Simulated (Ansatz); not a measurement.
Basis-set extrapolation for `B/C=C/O` (PBE0-D4/def2-TZVP geometry, frozen core, Ansatz). Multiplicity 1, RHF reference.

```csv
,def2-TZVPP,def2-QZVPP
HF,-178.233575,-178.242021
MP2 correlation,-0.660697,-0.707097
CCSD(T) correlation,-0.719515,not run
```

Energies in hartree. Use E(X) = E(∞) + A·exp(−7.88·√X) for Hartree–Fock and E(X) = E(∞) + B·X^(−2.97) for correlation, with X = 3 and 4, and add CCSD(T) minus MP2 of the smaller set to the MP2 limit.

**Question.** What is the CCSD(T) energy at the basis-set limit?

**Answer.** HF limit: -178.242021 + (-0.008446) × 0.13774 = -178.24318. MP2 limit: -0.707097 + (-0.046400) × 0.74074 = -0.74147. Higher-order term: -0.719515 − (-0.660697) = -0.05882. Total: -179.04347 hartree, 237.3 kJ/mol below CCSD(T)/def2-TZVPP.
